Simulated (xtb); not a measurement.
B(Cl)(OH)2 (BClH2O2), SMILES OB(O)Cl. All values are semi-empirical tight-binding results from xtb (GFN2-xTB unless named), good for trends rather than for accurate numbers. Coordinates come from a GFN2-xTB optimisation. One conformer was computed; it need not be the lowest.

Optimised geometry:

Bonded distances (Å): B1–Cl2 1.747, B1–O3 1.338, B1–O5 1.346, O3–H4 0.958, O5–H6 0.957. Bond angles (°): Cl2–B1–O3 117.1, Cl2–B1–O5 121.3, O3–B1–O5 121.6, B1–O3–H4 115.9, B1–O5–H6 118.1.
Charge 0, spin multiplicity 1.

The point group as xtb finds it is Cs and the orbital gap is 6.63 eV. The dipole moment comes out as 3.12 D and the zero-point energy is 20.6 kcal/mol. The G − E(el) at 298.15 K (modified RRHO) is 3.4 kcal/mol, the static polarisability (D4 model) comes out as 39.0 bohr³ and the solvation energy, GFN2-xTB/ALPB(water) is -10.7 kcal/mol. The solvation energy, GFN2-xTB/ALPB(methanol) comes out as -8.8 kcal/mol.

Computed atomic charges and the Wiberg bond orders between heavy atoms:
charges (e) B1 0.54, Cl2 -0.29, O3 -0.44, H4 0.33, O5 -0.47, H6 0.33. Bond orders B1–Cl2 0.96, B1–O3 1.21, B1–O5 1.19.
